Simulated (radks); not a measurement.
Question: The table gives one normalised radial function P(r) = r R(r) of F7+ in [He] (r in bohr). All-electron calculation, scalar-relativistic Kohn-Sham, SCAN, spin-unpolarised, spherical densities, finite nucleus; meta-GGA in the generalised Kohn-Sham scheme; Fermi nuclear charge, rms radius 2.8976 fm. Program: a radial shooting solver on a logarithmic mesh with Libxc functionals.

r	P
0.006029	0.2995
0.006479	0.3205
0.007019	0.3454
0.007543	0.3694
0.008171	0.3979
0.008781	0.4252
0.009513	0.4575
0.01022	0.4884
0.01107	0.5250
0.012	0.5639
0.01289	0.6011
0.01397	0.6448
0.01501	0.6863
0.01626	0.7351
0.01747	0.7813
0.01893	0.8352
0.02034	0.8861
0.02204	0.9453
0.02387	1.0071
0.02565	1.0650
0.02779	1.1317
0.02986	1.1936
0.03235	1.2643
0.03477	1.3295
0.03766	1.4032
0.04047	1.4703
0.04384	1.5453
0.0475	1.6201
0.05104	1.6867
0.05529	1.7591
0.05942	1.8220
0.06437	1.8886
0.06917	1.9446
0.07494	2.0015
0.08053	2.0469
0.08724	2.0896
0.0945	2.1229
0.1016	2.1438
0.11	2.1559
0.1182	2.1557
0.1281	2.1423
0.1376	2.1177
0.1491	2.0759
0.1602	2.0251
0.1736	1.9539
0.188	1.8678
0.2021	1.7781
0.2189	1.6663
0.2352	1.5561
0.2548	1.4251
0.2739	1.3015
0.2967	1.1604
0.3188	1.0326
0.3454	0.8926
0.3741	0.7575
0.4021	0.6425
0.4356	0.5244
0.4681	0.4283
0.5071	0.3340
0.5449	0.2611
0.5903	0.1932
0.6344	0.1434
0.6872	0.0998

Which n and l does it have? It may be an empty orbital.

Answer: n = 1, l = 0: the number of nodes gives n - l - 1 = 0, the rise at small r (about r^(l+1)) gives l, and the extent must fit the shell. The curve is that of 1s. 1s: eigenvalue -906.63 eV, 0 radial nodes, <r> = 0.174 bohr, 90 % of the charge inside 0.310 bohr.
